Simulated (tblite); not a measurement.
Compound: C₆H₈FO (doublet state).
Cartesian coordinates in Å at the GFN2-xTB level; atoms count from 1:
```
atom  x, y, z in Å
C1    -2.1841    0.7899    0.6838
C2    -1.5691   -0.4040   -0.0416
F3    -1.6037   -0.1605   -1.4026
C4    -0.1614   -0.6502    0.4110
C5     0.9154   -0.3977   -0.3216
C6     2.3133   -0.5513    0.1799
C7     2.8810    0.7595    0.6105
O8     2.4993    1.8817    0.5887
H9    -2.2210    0.5927    1.7511
H10   -1.5796    1.6756    0.5035
H11   -3.1911    0.9697    0.3161
H12   -2.1817   -1.3049    0.1112
H13   -0.0804   -1.0467    1.4138
H14    0.8098    0.0161   -1.3143
H15    2.3638   -1.2220    1.0409
H16    2.9819   -0.9389   -0.5922
```

The geometry is computed with GFN2-xTB (gas phase). This method treats the open shell by occupation alone, without spin polarisation.

Masses are those of the commonest isotopes; rigid-rotor values at the optimised geometry. The values belong to one conformer with, in the numbering `[CH3:1][C@@H:2]([F:3])/[CH:4]=[CH:5]/[CH2:6][C:7]=[O:8]`, C1–C2–C4–C5 -108°, C4–C5–C6–C7 -99°, C5–C6–C7–O8 -4°.

Question: Give the principal moments of inertia and the rotational constants in GHz.

Answer: Ia = 133.73, Ib = 502.92, Ic = 549.91 u·Å²; 505379 MHz·u·Å²/I gives 3779, 1005 and 919.0 MHz, that is A = 3.7790, B = 1.0049, C = 0.9190 GHz.

Question: What kind of rotor is it?

Answer: A near-prolate asymmetric top; Ray's κ = -0.940.

Question: What does the inertial defect say?

Answer: Not planar: Δ = Ic − Ia − Ib = -86.74 u·Å². For a rigid frame Δ = −2 Σ m c², so Σ m c² = 43.37 u·Å² lies off the ab plane: 9.78 from hydrogen and 33.59 from heavier atoms. The atom farthest from that plane is 1.82 Å away.

Question: Give the other two planar moments, Paa and Pbb, and the rms extents of the mass along the axes.

Answer: Paa = Σ m a² = (Ib + Ic − Ia)/2 = 459.55 and Pbb = Σ m b² = (Ia + Ic − Ib)/2 = 90.36 u·Å². With the mass M = 115.06 u, the rms extents √(P/M) along a, b and c are 2.00, 0.89, 0.61 Å.

Question: Estimate the classical rotational partition function at 25 K, 50 K and 500 K.

Answer: Point group C1, symmetry number σ = 1; q = (√π/σ)·√((kT/h)³/(ABC)), k/h = 20836.6 MHz/K: 11300 at 25 K, 31900 at 50 K, 1010000 at 500 K.

For this open shell read J as N, the rotation without spin; fine and hyperfine splittings come on top. Its GFN2-xTB frequencies are all real (lowest 23 cm⁻¹). Zero-point vibration and centrifugal distortion are left out.
